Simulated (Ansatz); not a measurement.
The pair A = HI (SMILES I) (first 2 atoms), B = CH6Si (SMILES C[SiH3]); geometry from B3LYP-D3(BJ)/def2-TZVP.
(charge 0, multiplicity 1):
| atom | x (Å) | y (Å) | z (Å) |
|---|---|---|---|
| I | -0.5480 | 1.2789 | -0.4881 |
| H | -0.8144 | -0.0192 | 0.4396 |
| C | -0.1665 | 1.0426 | 3.7830 |
| Si | 0.2114 | -0.7178 | 3.2665 |
| H | -1.1587 | 1.1122 | 4.2325 |
| H | -0.1348 | 1.7136 | 2.9231 |
| H | 0.5625 | 1.3945 | 4.5153 |
| H | 0.1636 | -1.6387 | 4.4277 |
| H | 1.5502 | -0.8130 | 2.6374 |
| H | -0.7884 | -1.1915 | 2.2718 |

Frozen-core correlation. Filled d and f shells under p-block atoms count as core. MP2 and its Hartree–Fock in def2-QZVPPD, def2-TZVPPD are density fitted.

The values were computed with Ansatz (an electronic-structure program) with Gaussian orbitals.  In def2 rows elements past Kr take small-core potentials, without spin–orbit coupling.

The counterpoise-corrected interaction energy is E(AB) − E(A in the pair's basis) − E(B in the pair's basis). Total energies (hartree):

```tsv
level	AB	A in the pair's basis	B in the pair's basis
HF/def2-TZVPPD	-627.5622020	-297.2427633	-330.3217093
MP2/def2-TZVPPD	-628.0371620	-297.3940289	-330.6410477
HF/def2-QZVPPD	-627.5744785	-297.2439429	-330.3327936
MP2/def2-QZVPPD	-628.0879722	-297.4136795	-330.6718388
MP2/def2-SVPD	-627.7963918	-297.3483992	-330.4464608
CCSD(T)/def2-SVPD	-627.8659491	-297.3672857	-330.4974705
```

Q: Work out the counterpoise-corrected interaction energy at the basis-set limit: extrapolate the MP2 correlation part as X⁻³, take Hartree–Fock from the larger set, and add the CCSD(T) − MP2 difference of def2-SVPD.

A: 
1. Differences (1 hartree = 627.509 kcal/mol): HF/def2-TZVPPD 1.425; MP2/def2-TZVPPD -1.309; HF/def2-QZVPPD 1.417; MP2/def2-QZVPPD -1.540; MP2/def2-SVPD -0.961; CCSD(T)/def2-SVPD -0.749.
2. Correlation parts, MP2 less HF: -2.733 in def2-TZVPPD (X = 3), -2.957 in def2-QZVPPD (X = 4).
3. Limit (4³·(-2.957) − 3³·(-2.733))/(4³ − 3³) = -3.120; with HF/def2-QZVPPD it gives -1.703.
4. CCSD(T) less MP2 in def2-SVPD: 0.213.
Result: -1.49 kcal/mol, against -1.31 at MP2/def2-TZVPPD. It is an estimate of this method's limit, not of the exact value.
